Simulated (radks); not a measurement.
Values are calculated unless marked as measured or tabulated.
All-electron atom: the ruthenium ion Ru+ in [Kr] 4d7. Code: a radial shooting solver on a logarithmic mesh with Libxc functionals. Model: scalar-relativistic Kohn-Sham, PBE, spin-unpolarised, spherical densities, point nucleus.

Normalised radial functions P(r) = r R(r), r in bohr:

r,2p,3d
0.001716,0.0088,0.0000
0.002253,0.0143,0.0000
0.002957,0.0233,0.0001
0.003882,0.0379,0.0001
0.005054,0.0607,0.0003
0.006634,0.0982,0.0006
0.008708,0.1578,0.0013
0.01143,0.2506,0.0029
0.015,0.3920,0.0061
0.01969,0.6001,0.0127
0.02585,0.8924,0.0260
0.03393,1.2773,0.0521
0.04453,1.7387,0.1013
0.05845,2.2177,0.1891
0.07673,2.6010,0.3358
0.09991,2.7385,0.5519
0.1311,2.5206,0.8526
0.1721,1.9463,1.1969
0.2259,1.2025,1.4979
0.2966,0.5601,1.6336
0.3893,0.1822,1.5120
0.5109,0.0375,1.1523
0.6707,0.0043,0.6959
0.8803,0.0002,0.3179
1.155,0.0000,0.1026
1.505,0.0000,0.0227
1.975,0.0000,0.0028
2.592,0.0000,0.0002
3.402,0.0000,0.0000
4.466,0.0000,0.0000
5.862,0.0000,0.0000

2p: eigenvalue -2832.1 eV, 0 radial nodes, <r> = 0.127 bohr, 90 % of the charge inside 0.207 bohr. 3d: eigenvalue -280.42 eV, 0 radial nodes, <r> = 0.384 bohr, 90 % of the charge inside 0.611 bohr.
